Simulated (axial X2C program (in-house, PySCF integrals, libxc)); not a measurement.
**What spin–orbit coupling does to KS⁺**

All values were computed with an axial X2C code built on PySCF integrals. Spin-free means the one-electron spin-free X2C Hamiltonian; two-component (2c) means X2C with spin–orbit coupling and atomic mean-field two-electron Coulomb and Gaunt terms, so the difference of the two also holds small scalar two-electron terms. Basis: K dyall-cv3z [11s12p6d3f], S dyall-av3z [9s8p3d2f] (cores contracted in-house); Gaussian nuclei, density fitting, unrestricted open shells. Masses: K 38.964 u, S 31.972 u.

Spin-free state: M_S = 1, Λ = 0 (beyond evenly filled blocks: π+α, π-α); fragments K+ + S.

```json
{"level": "PBE0", "Re (Å)": "3.312", "ωe (cm⁻¹)": "116.9", "De (eV)": "0.344", "μ (D)": "-5.64"}
{"level": "HF", "Re (Å)": "3.441", "ωe (cm⁻¹)": "103.8", "De (eV)": "0.282", "μ (D)": "-6.16"}
{"level": "MP2", "Re (Å)": "3.321", "ωe (cm⁻¹)": "117.2", "De (eV)": "0.326", "μ (D)": "n/a"}
{"level": "CCSD", "Re (Å)": "3.343", "ωe (cm⁻¹)": "114.6", "De (eV)": "0.340", "μ (D)": "n/a"}
{"level": "CCSD(T)", "Re (Å)": "3.334", "ωe (cm⁻¹)": "115.9", "De (eV)": "0.322", "μ (D)": "n/a"}
{"level": "r2SCAN0", "Re (Å)": "3.321", "ωe (cm⁻¹)": "117.0", "De (eV)": "0.333", "μ (D)": "-5.73"}
```

Correlated methods: 14 electrons correlated (number of frozen shells: K 2 s, 1 p; S 2 s, 1 p), 238 virtual spin orbitals or spinors in MP2, 90 natural virtuals in coupled cluster.

Dipoles are positive if S is the positive end and refer to the centre of mass.

Two-component determinant lowest at the distance of the search:

Ω = 1 (⟨Sz⟩ = 1.00, ⟨Lz⟩ = 0.00 at HF); fragments K+ + S.

| level | Re (Å) | ωe (cm⁻¹) | De (eV) | μ (D) |
| --- | --- | --- | --- | --- |
| PBE0 | 3.312 | 116.9 | 0.343 | -5.65 |
| HF | 3.442 | 103.6 | 0.280 | -6.16 |
| MP2 | 3.321 | 117.2 | 0.303 | n/a |
| CCSD | 3.344 | 114.6 | 0.328 | n/a |
| CCSD(T) | 3.334 | 115.8 | 0.300 | n/a |
| r2SCAN0 | 3.321 | 116.9 | 0.333 | -5.73 |

Task: From the two tables, how do the constants change at the CCSD(T) level (2c against spin-free)?

Result: At the CCSD(T) level Re is unchanged within 0.001 Å and ωe stays the same within 0.2 cm⁻¹; De changes by -0.022 eV.

The state is a single determinant with fixed occupations, the lowest that a limited PBE0 search found. De is counted from the lowest determinant-based energies of the atoms at the same level, without counterpoise correction. Density functionals use the spin component along the axis (collinear). CCSD and (T) use frozen natural virtuals with an MP2 correction for the truncation; (T) itself is uncorrected, so its De runs slightly low. The 2c atoms are single determinants rather than J levels; their spin–orbit lowering is only partly caught, and De is too large by that part. This holds for PBE0, r2SCAN0. PBE0 can misorder states that lie within some tenths of an eV, so this need not be the ground state of the molecule. The nearest other spin-free determinant of the search, M_S = 1, Λ = 1, lies 0.42 eV up at the distance of the search. Without a current term, density functionals place determinants with orbital angular momentum somewhat too high. With several unpaired electrons one determinant need not be a pure state. Open-shell Ω = 0 determinants with evenly filled partner blocks cannot be reached by this program, so the Ω shown need not be the lowest component. This is the Ω = 1 component of a π² triplet; the 0⁺ component is not one determinant and can lie lowest.
